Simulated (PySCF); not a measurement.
# Bond lengths and vibrations by method: BF2H2N

These are calculations, not measurements. They come from PySCF 2.14.0, an open-source quantum chemistry program, on an isolated molecule that a program drew, which may never have been made. The molecule is BF2H2N (charge 0, singlet), drawn as the SMILES string `NB(F)F`.

The geometry was optimised and harmonic frequencies were computed with HF and MP2, all in the cc-pVDZ basis, for the commonest isotopes, with a restricted reference for singlets and an unrestricted one otherwise, and a frozen core in MP2. Each result is a local minimum of its method.

Geometry at the HF minimum:
```xyz
6
BF2H2N, angstrom
N    -0.0940    0.6653    1.5975
B     0.9283    0.6520    2.5333
F     1.3072    1.7606    3.1616
F     1.5716   -0.4700    2.8410
H    -0.5850    1.4991    1.3565
H    -0.3883   -0.1583    1.1184
```

Lengths of the bonds as drawn, in Å (atoms numbered as above):
```
 bond     HF    MP2
N1-B2  1.386  1.399
B2-F3  1.329  1.348
B2-F4  1.329  1.348
N1-H5  0.997  1.010
N1-H6  0.997  1.010
```

Rotational constants, in GHz:
| constant | HF | MP2 |
|---|---|---|
| A | 10.04 | 9.71 |
| B | 9.639 | 9.479 |
| C | 4.918 | 4.796 |

Harmonic frequencies in cm^-1, each column in rising order, so a row needn't be the same motion in every method:
| rank | HF | MP2 |
|---|---|---|
| 1 | 403 | 352 |
| 2 | 415 | 382 |
| 3 | 502 | 477 |
| 4 | 582 | ? |
| 5 | 721 | 677 |
| 6 | 900 | 860 |
| 7 | 979 | 910 |
| 8 | 1470 | 1413 |
| 9 | 1516 | 1453 |
| 10 | 1745 | 1632 |
| 11 | 3838 | 3675 |
| 12 | 3951 | 3800 |

**Estimate the missing MP2 frequency from the HF column.**

A single factor s that minimises the squared misfit of MP2 against s times HF over the other rows is sum(HF x MP2) / sum(HF^2) = 0.9563, with an rms misfit of 19 cm^-1. For rank 4 it gives 0.9563 x 582 = 557 cm^-1. The calculation gives 568 cm^-1, 11 cm^-1 above the estimate. The drawn bonds are on average 1.3 % longer in MP2 than in HF.
